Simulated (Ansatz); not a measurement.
```yaml
crystal:
  periodic: [false, false, false]
  atoms:
    - {symbol: O, position_ang: [-0.795318, -0.256535, 1.554380]}
    - {symbol: Si, position_ang: [0.271555, -0.287664, 0.332575]}
    - {symbol: Cl, position_ang: [1.930954, -1.166885, 1.060579]}
    - {symbol: C, position_ang: [0.232427, 0.662128, -1.136354]}
    - {symbol: N, position_ang: [-0.211201, -0.546304, -1.324016]}
    - {symbol: H, position_ang: [-1.674215, 0.072476, 1.351688]}
    - {symbol: H, position_ang: [0.307000, 1.454884, -1.884449]}
basis:
  gaussian: {orbitals: "6-31++G**", final_grid: {core_spheres: 1, valence_spheres: 1, degree: 3}}
hamiltonian: {xc: {name: PBE}}
```

```sh
$ ansatz run in.yaml --threads 2 --pin off --events-out ev --progress --plain --max-ram 4352MiB
```

Output, abridged:

```
Functional definition: PBE
1135 factors; their error is unknown
mean field evaluation 1: about -24978.3982 eV, gradient 8.2e1 eV
mean field evaluation 2: about -24907.1735 eV, gradient 1.8e2 eV
mean field evaluation 4: about -24991.1080 eV, gradient 2.8e1 eV
mean field evaluation 8: about -24992.6624 eV, gradient 1.8e-1 eV
mean field evaluation 32: about -25032.8639 eV, gradient 1.2e0 eV
a density is far from that of the atoms, so the factors are made again for it
1188 factors; integrals over basis functions are off by at most 1.1e-3 eV
mean field evaluation 64: about -24992.6181 eV, gradient 1.5e-1 eV
mean field -25035.72321004 eV, -920.0458581462 hartree, gradient 2.4e-5 eV, S^2 0.000000; 0 other end points of the search recorded, 0 dependent functions left out
reference -25035.72321836 eV, -920.0458584520 hartree; 27, 27 occupied and 88, 88 virtual orbitals, 1188 factors
Total energy: -25035.72321836 eV, -920.0458584520 hartree
```

In this input the integration grid is far too coarse. The run converged. The result belongs to that input, not to the molecule as meant.
